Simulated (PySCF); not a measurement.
The same groups moved round the core (propene boryl). Gas-phase values, no solvent. One relaxed conformer stands for each flexible species; it need not be the lowest. Strings in code marks are SMILES.

The vertical ionisation energy (Delta-SCF) from two functionals at the same geometries (PBE0-D4/def2-TZVP), both in PySCF: PBE-D3(BJ)/def2-TZVP and B3LYP-D3(BJ)/def2-TZVP. B3LYP has the VWN-RPA correlation part, as in Gaussian. Delta-SCF ions had no search for a lower state. 

```json
[
 {"species": "`C/C=C/B`", "PBE-D3(BJ)/def2-TZVP (eV)": "10.15", "B3LYP-D3(BJ)/def2-TZVP (eV)": "10.15"},
 {"species": "`B/C=C\\C`", "PBE-D3(BJ)/def2-TZVP (eV)": "10.10", "B3LYP-D3(BJ)/def2-TZVP (eV)": "10.10"},
 {"species": "`C=CCB`", "PBE-D3(BJ)/def2-TZVP (eV)": "9.37", "B3LYP-D3(BJ)/def2-TZVP (eV)": "9.46"}
]
```

Over these rows, drawn at random from the members with no instability flagged (it was tested for open shells, ions and some series alone), PBE minus B3LYP-D3(BJ): mean -0.03 eV, from -0.09 eV to -0.01 eV.
